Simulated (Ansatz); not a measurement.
Program: Ansatz. Geometries: PBE0-D4/def2-TZVP. ΔE: electronic, gas phase. CCSD(T)/CBS adds triple-zeta CCSD(T) − MP2 to the extrapolated MP2 energy (def2 sets, frozen cores). This one scheme is used for every species. Functionals use def2-TZVPP. HSE06 is defined as in plane-wave codes. One conformer a species, not always the lowest.

Reaction (redistribution): `[AlH2][NH][SiH2]O[SiH3]` + BH₃ → `[SiH3]O[SiH3]` + `B[NH][AlH2]`

`[AlH2][NH][SiH2]O[SiH3]`:

Cartesian coordinates in Å:
```
Al 1.307 1.921 1.753
N 1.255 0.641 0.508
Si 0.246 0.533 -0.874
O -1.046 -0.448 -0.656
Si -1.627 -1.972 -0.676
H 2.350 1.755 2.931
H 0.314 3.140 1.599
H 1.894 -0.135 0.632
H -0.283 1.889 -1.148
H 1.020 0.000 -2.027
H -0.828 -2.822 -1.599
H -3.039 -1.944 -1.130
H -1.563 -2.557 0.689
```

BH₃:

Z-matrix (Å, degrees):
```
B
H 1 1.193
H 1 1.193 2 120.0
H 1 1.193 2 120.0 3 180.0
```

`[SiH3]O[SiH3]`:

Cartesian coordinates in Å:
```
Si 1.056 -1.069 -0.452
O -0.071 0.113 -0.474
Si -1.067 1.087 0.380
H 2.253 -0.623 0.308
H 1.440 -1.371 -1.852
H 0.504 -2.292 0.189
H -1.815 1.938 -0.575
H -0.278 1.945 1.302
H -2.021 0.272 1.177
```

`B[NH][AlH2]`:

```xyz
8

B     0.342    0.032    1.362
N     0.611    0.016   -0.015
Al   -0.652   -0.039   -1.300
H     1.234    0.068    2.163
H    -0.803    0.008    1.725
H     1.588    0.036   -0.274
H    -2.166   -0.067   -0.859
H    -0.154   -0.054   -2.803
```

| level | ΔE (eV) |
| --- | --- |
| CAM-B3LYP-D4 | -0.64 |
| HSE06 | -0.71 |

(1) What does CCSD(T)/CBS give? (An estimate is asked.)

Largest T1 diagnostic among the species: 0.012.

## Answers

(1) Computed: -0.59 eV. The listed levels differ from it by -0.05, -0.12 eV.

At CCSD(T), def2-SVP lies −0.24 eV from the extrapolated value and def2-TZVPP −0.02 eV. From BLYP to BHLYP (50 % exact exchange), in def2-TZVPP and without D4, ΔE moves by +0.10 eV. In def2-TZVPP, CCSD(T) changes the Hartree–Fock value by −0.05 eV (the triples alone add −0.01 eV) and MP2 by −0.03 eV.
